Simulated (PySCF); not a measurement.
**Simulated absorption spectrum**

Compound: In(NH3)H3.
Z-matrix (Å and degrees, PBE0-D3(BJ)/def2-SVP geometry), rows numbered from 1:
```
In
N   1  2.3981
H   2  1.0193  1  111.34
H   2  1.0193  1  111.36  3  -120.11
H   2  1.0193  1  111.12  3   119.94
H   1  1.7436  2   96.25  3   178.67
H   1  1.7434  2   96.49  3    58.51
H   1  1.7438  2   96.33  3   -61.44
```

Level of theory: TDDFT CAM-B3LYP/def2-SVPD, vertical, gas phase, core orbitals frozen in the response, def2 core potentials past Kr (PySCF 2.14.0, density-fitted response routines). Spin–orbit coupling is left out.

Computed states:

```csv
state,E (eV),f
S1,5.89,0.018
S2,5.89,0.018
S3,6.97,0.112
S4,6.97,0.113
S5,7.42,0.0000
S6,7.64,0.041
S7,7.65,0.041
S8,7.70,0.249
S9,8.03,0.0012
```

Each state is given a Gaussian of 0.25 eV full width at half maximum, with ε(max) = 2.175×10⁸ f / Δν̃ (Δν̃ the width in cm⁻¹). The width is an assumption, not a result. The curve ends short of the highest state used, and states not computed would add to its high-energy end.

Question: Give the broadened spectrum and its maxima.

Answer: 
```csv
λ (nm),ε (L mol⁻¹ cm⁻¹)
167.0,1972
168.6,375
170.3,382
171.9,1821
173.6,6624
175.3,15315
176.9,22767
178.6,23396
180.2,16897
181.9,8405
183.5,3182
185.2,827
186.8,176
188.5,26
190.2,3
191.8,0
193.5,0
195.1,0
196.8,2
198.4,13
200.1,60
201.8,220
203.4,587
205.1,1313
206.7,2262
208.4,3245
210.0,3751
211.7,3593
213.3,2890
215.0,1917
216.7,1065
218.3,526
220.0,212
221.6,79
223.3,24
224.9,7
```

Maxima: 210 nm (5.89 eV), ε about 3800, made up of S1 (50%) and S2 (50%); 178 nm (6.97 eV), ε about 24000, made up of S3 (50%) and S4 (50%) (ε in L mol⁻¹ cm⁻¹; maxima over ε = 5, shares over 10%). At its high-energy end, 7.43 eV, the curve is still rising (ε about 2200, from S6, S7 and S8).

Question: Coming from long wavelengths, where does ε first pass 100 L mol⁻¹ cm⁻¹?

Answer: At about 221 nm (5.61 eV), 0.28 eV below S1.

Question: On this curve, what absorbance would a 10⁻³ mol/L sample give at 222 nm over a 1 cm path?

Answer: 222 nm is 5.585 eV, where ε is about 60 L mol⁻¹ cm⁻¹, so A = ε c l ≈ 0.06 (Beer–Lambert, with the gas-phase spectrum and the assumed width).

Question: What would ε be at 6.97 eV, the highest of these maxima, with half the width (0.125 eV)?

Answer: About 48400 L mol⁻¹ cm⁻¹ against 24300, a factor of about 2.00; a lone state at its own centre would give exactly 2.

The run took 6.0 s on one thread of an Arm Neoverse V1 (shared host).
